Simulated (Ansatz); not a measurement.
`C#[C][Ge]([F])([Cl])[Cl]` + H–F → `[F][Ge]([F])([Cl])[Cl]` + acetylene at 500 K and 1 bar (ligand exchange at a Ge–C bond).

Calculated with Ansatz (gas phase, PBE0-D4/def2-TZVP geometries, no zero-point term in ΔE). CCSD(T)/CBS adds triple-zeta CCSD(T) − MP2 to the extrapolated MP2 energy (def2 sets, frozen cores). This one scheme is used for every species. For Ge outer-core shells are correlated without core-valence functions, which leaves a few kJ/mol of doubt a bond. Scalar relativity is left out up to krypton.

```
                   species  CCSD(T)/CBS energy (Eh)  H − E (kJ/mol)  S (J/(mol·K))
`C#[C][Ge]([F])([Cl])[Cl]`              -3172.22888           111.8          440.2
                       H–F               -100.39570            39.4          188.7
  `[F][Ge]([F])([Cl])[Cl]`              -3195.41116            58.9          390.0
                     `C#C`                -77.22717            90.7          225.3
```

H − E and S are ideal-gas, rigid-rotor, harmonic terms from PBE0-D4/def2-TZVP. 1 Eh = 2625.50 kJ/mol, R = 8.31446 J/(mol·K).

Problem. By hand: ΔE, ΔH, ΔS and ΔG.

Solution. ΔE = (-3195.41116) + (-77.22717) − (-3172.22888) − (-100.39570) = -0.01375 Eh = -36.1 kJ/mol. Δ(H − E) = 58.9 + 90.7 − 111.8 − 39.4 = -1.6, so ΔH = -37.7 kJ/mol. ΔS = 390.0 + 225.3 − 440.2 − 188.7 = -13.6 J/(mol·K). ΔG = -37.7 − 500 × (-13.6)/1000 = -30.9 kJ/mol.

Problem. By hand: the equilibrium constant, and the temperature at which ΔG would vanish if ΔH and ΔS stayed fixed.

Solution. log₁₀ K = −ΔG/(RT ln 10) = 3.2. ΔG = 0 at ΔH/ΔS = 2772 K, far beyond where these terms or the molecules hold.

The number of gas molecules stays the same, so ΔS is small and ΔH decides. A doubt of 5 kJ/mol in ΔE shifts log₁₀ K by 0.5 here. These are equilibria of isolated gas molecules and say nothing of rates. Largest T1 diagnostic: 0.013 (customary marks: 0.02 for closed shells, 0.045 for open ones).
